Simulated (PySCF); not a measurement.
Molecule: C5H9N, SMILES CC(C)CC#N. Atoms near the plane z = 1.0 Å, at the GFN2-xTB optimised geometry (x, y, z in Å): C1 (0.2, -1.2, 0.5), C4 (0.0, 1.3, 0.0), C5 (-1.4, 1.3, 0.0), N6 (-2.6, 1.3, 0.0), H7 (-0.9, -1.2, 0.6), H8 (0.6, -2.1, 0.1), H9 (0.6, -1.0, 1.5), H12 (2.6, 0.3, 0.4), H14 (0.4, 1.5, 1.0).

Level of theory: B3LYP/def2-TZVP (PySCF). The values are rescaled to run from 0 to 1.

```
|                             |
|                             |
|                             |
|                             |
|                             |
|                             |
|      ....     ..            |
|    .::::-.  .=**-.          |
|   :======-. -%@@%-          |
|   -+**++*=:.+@@@@=          |
|  .=*#****+-:*@@@@:  :=-     |
|  .=*#****+-:=@@@*  -%@%=    |
|   -+*++++=:..=+-  .%@@@%.   |
|   .-==---.        :@@@@%:   |
|    .::..      .   .%@@@%:   |
|           :--=*+:  =%@%+    |
|         .%@%**@@#.  -=-.    |
|        .%@@@#*@@%-          |
|        -@@@@#+#%*-          |
|        -%@@%+=++=.          |
|         +#*-:-++-.          |
|          .. .-+*=:          |
|              :=+=.          |
|              .:-.           |
|                             |
|                             |
|                             |
|                             |
|                             |
```
Scale: ten equal steps from 0.000 (start of ' ') to 1.00 (end of '@'), in the order ' .:-=+*#%@'; x runs from -5.00 to 5.00, y from -5.00 (bottom) to 5.00 (top).

Task: Which quantity is mapped?
A. electron localisation function
B. log10 of the electron density
C. Laplacian of the electron density
D. deformation density (molecule minus spherical neutral atoms)

Result: A, electron localisation function
